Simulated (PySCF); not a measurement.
## Polarisability and C₆ of Sb⁺ (antimony, charge +1)

[Kr] 4d10 5s2 5p2, high-spin 3P determinant. Calculation: PySCF 2.14, in aug-cc-pVTZ-PP with one added diffuse shell each of d, f type with ECP28MDF (6s5p5d3f, 67 functions); a scalar-relativistic core potential. Coupled (time-dependent) response in atomic units; α is the mean over directions.

```json
{"method": "UHF", "mean α (bohr³)": "25.80", "α xx, yy, zz": "24.29, 26.56, 26.56", "C₆ (like pair)": "209.3", "S(−4)": "169.8"}
{"method": "PBE", "mean α (bohr³)": "25.41", "α xx, yy, zz": "23.10, 26.56, 26.56", "C₆ (like pair)": "203.1", "S(−4)": "174.7"}
{"method": "PBE0", "mean α (bohr³)": "25.17", "α xx, yy, zz": "23.18, 26.16, 26.16", "C₆ (like pair)": "201.4", "S(−4)": "166.0"}
{"method": "BLYP", "mean α (bohr³)": "25.29", "α xx, yy, zz": "22.90, 26.49, 26.49", "C₆ (like pair)": "201.1", "S(−4)": "174.9"}
{"method": "wB97M-V", "mean α (bohr³)": "24.78", "α xx, yy, zz": "23.19, 25.57, 25.57", "C₆ (like pair)": "194.3", "S(−4)": "166.3"}
```

S(−4) is the Cauchy moment in α(ω) = α(0) + S(−4) ω² + …

Spin-orbit coupling is absent.

α(iu) at PBE:

```csv
u (hartree),α(iu) (bohr³)
0,25.41
0.0500,24.98
0.100,23.80
0.200,20.13
0.300,16.23
0.500,10.39
0.750,6.449
1.00,4.407
1.50,2.496
2.00,1.637
3.00,0.8708
5.00,0.3639
```

A single London oscillator, α(iu) = α/(1 + u²/ω²), gives C₆ = (3/4) ω α². Matching the computed C₆ needs ω = 4 × 203.1 / (3 × 25.41²) = 0.419 hartree.

For an ion, C₆ is the dispersion term alone; charge-induced terms of lower order in 1/R come first.

The components differ because the open shell of this determinant is not spherical; for a pure term their mean is the scalar polarisability.

Energies and moments cover only the electrons outside the core potential.
